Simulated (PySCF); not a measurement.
Gas-phase reaction: 4 Ge2H6 + 2 GeO = 3 Ge3H8 + GeO2

Method: PySCF energies plus ideal-gas RRHO corrections (1 bar). † marks an energy on the PBE0/def2-TZVP geometry and frequencies; other levels use their own. MP2 and CCSD(T) freeze the core. 6-31G* has spherical d functions here. All species are closed-shell singlets. B3LYP is the form with VWN-RPA correlation. Ge: all electrons, no relativistic terms. GeO2: computed as isolated molecules; such fragments, hydroxides, amides, oligomers or adducts are transient or little studied in the gas. MP2 isn't extrapolated to the basis-set limit; its ΔH°(298 K) is 29.9 kJ in def2-SVP and -17.0 kJ in def2-TZVPP. CCSD(T) isn't extrapolated to the basis-set limit. The harmonic model lacks anharmonicity and excited electronic states, which grow with temperature; levels with a mode under 35 cm⁻¹ are left out. Internal rotation in Ge2H6, Ge3H8 is treated as a harmonic vibration of one conformer, which makes the entropy rough. Warning, large T1 diagnostic: GeO, GeO2 (CCSD(T)/def2-SVP†).

| level | ΔE electronic, kJ | ΔH°(298 K), kJ | ΔS°(298 K), J/K | ΔG°(800 K), kJ |
|---|---|---|---|---|
| B3LYP/6-31G* | 59 | 66 | -237 | 248 |
| BLYP/def2-TZVP† | 63 | 70 | -243 | 257 |
| CCSD(T)/def2-SVP† | 39 | 47 | -243 | 233 |
| HF/6-31G* | 51 | 59 | -245 | 247 |
| MP2/def2-SVP† | 22 | 30 | -243 | 216 |
| PBE0/def2-SVP† | -15 | -7 | -243 | 179 |
| PBE0/def2-TZVP | -28 | -20 | -243 | 167 |
| r2SCAN/def2-TZVP† | -35 | -27 | -243 | 159 |
ΔH° is lowest at r2SCAN/def2-TZVP† and highest at BLYP/def2-TZVP†. No reference value is set beside these.
